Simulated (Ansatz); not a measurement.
Program: Ansatz. Geometries: PBE0-D4/def2-TZVP. ΔE: electronic, gas phase. CCSD(T)/CBS adds triple-zeta CCSD(T) − MP2 to the extrapolated MP2 energy (def2 sets, frozen cores). This one scheme is used for every species. DFT in def2-TZVPP.

Reaction (hydrogenolysis of the Si–C bond): `B[SiH](C)C` + H₂ → `B[SiH2]C` + CH₄

`B[SiH](C)C`:

Z-matrix (Å, degrees):
```
Si
C 1 1.879
C 1 1.879 2 110.5
B 1 2.009 2 113.7 3 129.2
H 1 1.503 2 108.3 3 -118.4
H 2 1.092 1 110.9 3 177.5
H 2 1.093 1 110.9 3 -62.7
H 2 1.093 1 111.1 3 57.1
H 3 1.093 1 110.9 2 62.7
H 3 1.093 1 111.1 2 -57.2
H 3 1.092 1 110.9 2 -177.5
H 4 1.198 1 121.7 2 -156.0
H 4 1.198 1 121.7 2 28.0
```

H₂:

Cartesian coordinates in Å:
```
H -0.075 -0.262 -0.255
H 0.075 0.262 0.255
```

`B[SiH2]C`:

Cartesian coordinates in Å:
```
B -1.109 -0.927 -1.164
Si -0.307 -0.242 0.547
C 1.145 0.931 0.360
H -0.746 -0.586 -2.252
H -2.010 -1.714 -1.115
H 0.099 -1.422 1.370
H -1.409 0.435 1.298
H 0.855 1.816 -0.211
H 1.514 1.262 1.334
H 1.969 0.446 -0.167
```

CH₄:

```xyz
5

C     0.000    0.000    0.000
H    -0.087   -0.604    0.903
H     0.857   -0.338   -0.582
H     0.137    1.046    0.274
H    -0.907   -0.104   -0.595
```

```
     species  ωB97X-V energy (Eh)
`B[SiH](C)C`           -395.92230
          H₂             -1.17262
  `B[SiH2]C`           -356.59034
         CH₄            -40.51649
```

Task: Work out ΔE.

Result: ΔE = (-356.59034) + (-40.51649) − (-395.92230) − (-1.17262) = -0.01191 Eh = -7.5 kcal/mol. CCSD(T)/CBS gives -6.8 kcal/mol.

Largest T1 diagnostic among the species: 0.011.

In def2-TZVPP, CCSD(T) changes the Hartree–Fock value by +5.2 kcal/mol (the triples alone add +1.0 kcal/mol) and MP2 by +6.5 kcal/mol. The D4 term adds +2.2 kcal/mol with B3LYP and +1.2 kcal/mol with PBE0; it sums over pairs of atoms, weighted by their polarisabilities, and B3LYP, whose exchange is more repulsive, gets the larger term.

B3LYP here is the variant with VWN-RPA as its local correlation; programs differ in this.
